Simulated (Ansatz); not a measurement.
`[F][Al]([F])[SeH]` + CH₃SH → `C[S][Al]([F])[F]` + H₂Se at 298.15 K and 1 bar (ligand exchange at the Al–Se bond).

Program: Ansatz. Geometries: PBE0-D4/def2-TZVP. ΔE: electronic, gas phase. CCSD(T)/CBS adds triple-zeta CCSD(T) − MP2 to the extrapolated MP2 energy (def2 sets, frozen cores). This one scheme is used for every species. For Se outer-core shells are correlated without core-valence functions, which leaves a few kJ/mol of doubt a bond. Scalar relativity is left out up to krypton. Each species was taken in one conformer, which may not be the lowest.

| species | CCSD(T)/CBS energy (Eh) | H − E (kJ/mol) | S (J/(mol·K)) |
| --- | --- | --- | --- |
| `[F][Al]([F])[SeH]` | -2843.11067 | 53.2 | 328.8 |
| CH₃SH | -438.22835 | 133.0 | 253.2 |
| `C[S][Al]([F])[F]` | -879.43566 | 138.7 | 361.5 |
| H₂Se | -2401.89790 | 45.8 | 219.1 |

H − E and S are ideal-gas, rigid-rotor, harmonic terms from PBE0-D4/def2-TZVP, for one conformer and one mirror image of each species. 1 Eh = 2625.50 kJ/mol, R = 8.31446 J/(mol·K).

**Question.** By hand: ΔE, ΔH, ΔS and ΔG.

**Answer.** ΔE = (-879.43566) + (-2401.89790) − (-2843.11067) − (-438.22835) = 0.00546 Eh = 14.3 kJ/mol. Δ(H − E) = 138.7 + 45.8 − 53.2 − 133.0 = -1.7, so ΔH = 12.6 kJ/mol. ΔS = 361.5 + 219.1 − 328.8 − 253.2 = -1.4 J/(mol·K). ΔG = 12.6 − 298.15 × (-1.4)/1000 = 13.0 kJ/mol.

**Question.** By hand: the equilibrium constant, and the temperature at which ΔG would vanish if ΔH and ΔS stayed fixed.

**Answer.** log₁₀ K = −ΔG/(RT ln 10) = -2.3. ΔH and −TΔS have one sign here, so there is no such temperature. One of them is within its doubt of zero, so this could turn.

The number of gas molecules stays the same, so ΔS is small and ΔH decides. A doubt of 5 kJ/mol in ΔE shifts log₁₀ K by 0.9 here. Other conformers and mirror images would add mixing entropy, several J/(mol·K) or more a flexible species. Modes under 60 cm⁻¹, often nearly free rotors, make the harmonic entropy too high. These are equilibria of isolated gas molecules and say nothing of rates. Largest T1 diagnostic: 0.012 (customary marks: 0.02 for closed shells, 0.045 for open ones).
